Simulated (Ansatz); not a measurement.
# GeH3OSi+: structure from calculated spectroscopic constants

These gas-phase data were calculated for one isomer of GeH3OSi+ at B3LYP/6-31G* (harmonic, unscaled wavenumbers; equilibrium rotational constants with average atomic masses):

```
rotational constants            : 84.4, 1.776, 1.772 GHz
all wavenumbers above 1500 cm⁻¹ : 2392, 2331, 1934
```

Candidates:

(1) `[SiH3][O+]=[Ge]`, a singlet
(2) `[SiH2+][O][GeH]`, a singlet

Question: Assign the data to one candidate and say why.

Answer: Candidate (2). The band at 1934 cm⁻¹ lies where the Ge–H stretch is expected; (1) has no mode between 1900 and 2250 cm⁻¹.

The same quantities for all candidates:

```tsv
	rotational constants (GHz)	wavenumbers above 1500 cm⁻¹	E above the lowest, B3LYP/6-31G* (kcal/mol)
(1)	82.04, 1.846, 1.846	2350, 2350, 2314	0.0
(2)	84.4, 1.776, 1.772	2392, 2331, 1934	29.2
```

Harmonic stretches to hydrogen usually lie a few per cent above observed fundamentals. Each candidate is one conformer. Programs: Ansatz 0.2.0.
